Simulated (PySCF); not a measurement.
## Titanium: a sound run and one with changed settings

Sound run: Ti+ [Ar] 3d2 4s1, Ti(2+) [Ar] 3d2. Computed with PySCF 2.14 in cc-pVDZ (6s5p3d1f, 43 functions), with no relativity, point nucleus. In the sound run the correlated levels freeze [Ar]. The sound run starts from symmetry-adapted Hartree-Fock orbitals and uses a fine grid where one is needed.

A second run was set up differently.

```
species  method  sound run (hartree)  changed run (hartree)  converged
    Ti+     UHF           -848.20662             -839.44286        yes
    Ti+  M06-2X           -849.07575             -840.23916        yes
    Ti+   M06-L           -849.05316             -840.18741        yes
    Ti+     MP2           -848.21454             -839.44286        yes
 Ti(2+)     UHF           -847.73378             -838.95528        yes
 Ti(2+)  M06-2X           -848.58116             -839.72043        yes
 Ti(2+)   M06-L           -848.58265             -839.70018        yes
 Ti(2+)     MP2           -847.73645             -838.95528        yes
```

Ionisation energy of Ti+:

| method | sound run (eV) | changed run (eV) |
| --- | --- | --- |
| UHF | 12.867 | 13.268 |
| M06-2X | 13.459 | 14.116 |
| M06-L | 12.803 | 13.258 |
| MP2 | 13.009 | 13.268 |
| SCS-MP2 | 12.914 | 13.268 |

Q: What was changed?
A. basis contracted for another Hamiltonian
B. a valence shell is frozen
C. all electrons correlated in a valence basis
D. minimal basis

A: D. It used basis STO-3G. A minimal basis cannot let orbitals breathe on ionisation and holds almost no correlation.
